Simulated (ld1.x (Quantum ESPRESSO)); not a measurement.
# u(r) = r·R(r): atom against pseudo-atom (Mg)

Columns: radius, all-electron u(r) and pseudo u(r) of the 2s shell (level -88.66 eV) of magnesium in the configuration [He] 2s2 2p6 3s1 3p0; PBEsol, scalar-relativistic, RRKJ scheme, ld1.x (Quantum ESPRESSO) 7.5.

```json
{"r (bohr)": "0.038", "all-electron": "0.4798", "pseudo": "-0.1021"}
{"r (bohr)": "0.075", "all-electron": "0.5556", "pseudo": "-0.2016"}
{"r (bohr)": "0.113", "all-electron": "0.4244", "pseudo": "-0.3040"}
{"r (bohr)": "0.150", "all-electron": "0.2018", "pseudo": "-0.4042"}
{"r (bohr)": "0.188", "all-electron": "-0.0586", "pseudo": "-0.5073"}
{"r (bohr)": "0.225", "all-electron": "-0.3075", "pseudo": "-0.6077"}
{"r (bohr)": "0.263", "all-electron": "-0.5390", "pseudo": "-0.7102"}
{"r (bohr)": "0.300", "all-electron": "-0.7321", "pseudo": "-0.8079"}
{"r (bohr)": "0.338", "all-electron": "-0.8944", "pseudo": "-0.9042"}
{"r (bohr)": "0.375", "all-electron": "-1.0179", "pseudo": "-0.9912"}
{"r (bohr)": "0.413", "all-electron": "-1.1121", "pseudo": "-1.0703"}
{"r (bohr)": "0.450", "all-electron": "-1.1756", "pseudo": "-1.1339"}
{"r (bohr)": "0.488", "all-electron": "-1.2156", "pseudo": "-1.1827"}
{"r (bohr)": "0.525", "all-electron": "-1.2341", "pseudo": "-1.2122"}
{"r (bohr)": "0.563", "all-electron": "-1.2357", "pseudo": "-1.2239"}
{"r (bohr)": "0.600", "all-electron": "-1.2235", "pseudo": "-1.2184"}
{"r (bohr)": "0.638", "all-electron": "-1.1998", "pseudo": "-1.1982"}
{"r (bohr)": "0.675", "all-electron": "-1.1681", "pseudo": "-1.1679"}
{"r (bohr)": "0.713", "all-electron": "-1.1291", "pseudo": "-1.1291"}
{"r (bohr)": "0.750", "all-electron": "-1.0864", "pseudo": "-1.0864"}
{"r (bohr)": "0.788", "all-electron": "-1.0392", "pseudo": "-1.0392"}
{"r (bohr)": "0.825", "all-electron": "-0.9911", "pseudo": "-0.9911"}
{"r (bohr)": "0.863", "all-electron": "-0.9407", "pseudo": "-0.9407"}
{"r (bohr)": "0.900", "all-electron": "-0.8913", "pseudo": "-0.8913"}
{"r (bohr)": "0.938", "all-electron": "-0.8408", "pseudo": "-0.8408"}
{"r (bohr)": "0.975", "all-electron": "-0.7925", "pseudo": "-0.7925"}
```

(1) How many radial nodes do the two functions have?

(2) At about which radius was the pseudo-wave matched?

(3) Where does each function peak?

(4) Is the pseudo-wave norm-conserving?

Results:

(1) The all-electron 2s function has n − l − 1 = 1; the pseudo-wave has 0, since the states of the same l below it are removed with the core.

(2) 0.75 bohr. The columns agree to 0.0005 from 0.68 bohr on; several derivatives are matched, so the curves merge somewhat inside the radius.

(3) Outermost all-electron maximum near 0.56 bohr, pseudo maximum near 0.56 bohr (to the table’s step).

(4) Yes: the RRKJ scheme keeps the norm inside the radius equal to the all-electron one, which fixes the energy derivative of the logarithmic derivative at the level.
